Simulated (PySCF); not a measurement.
C6H11N3.
Atom-mapped SMILES: `[CH3:1][c:2]1[cH:3][n:4][n:5]([CH:6]([CH3:7])[CH3:8])[n:9]1` (hydrogens: H10, H11, H12 on C1; H13 on C3; H14 on C6; H15, H16, H17 on C7; H18, H19, H20 on C8)

Torsions of this conformer, `[CH3:1][c:2]1[cH:3][n:4][n:5]([CH:6]([CH3:7])[CH3:8])[n:9]1`: N4–N5–C6–C7 -59°.

The closed-shell ground state was solved at several levels (PySCF, density fitting, gas phase, non-relativistic). Geometry: PBE0-D3(BJ)/def2-SVP, one conformer, isolated molecule.

```tsv
level	basis functions	HOMO (eV)	LUMO (eV)	gap (eV)	dipole (D)
CAM-B3LYP/def2-SVPD	268	-8.45	1.22	9.67	0.27
PBE/pcSseg-1	208	-6.02	-0.77	5.25	0.34
```

Estimate the row for PBE0/pcSseg-1, a basis of 208 functions; the other rows only guide the guess.

HOMO -7.13 eV, LUMO 0.23 eV, gap 7.36 eV, dipole 0.29 D.

Over all these levels, which gives the widest orbital gap and which the narrowest?

CAM-B3LYP/def2-SVPD (range-separated hybrid) has the widest, 9.67 eV, and PBE/pcSseg-1 (GGA) the narrowest, 5.25 eV. Functional and basis both differ between the two, so the spread mixes both effects.

How far do the dipole and the HOMO energy spread over the levels?

The dipole runs from 0.27 to 0.34 D (mean 0.30 D) and the HOMO from -8.45 to -6.02 eV.
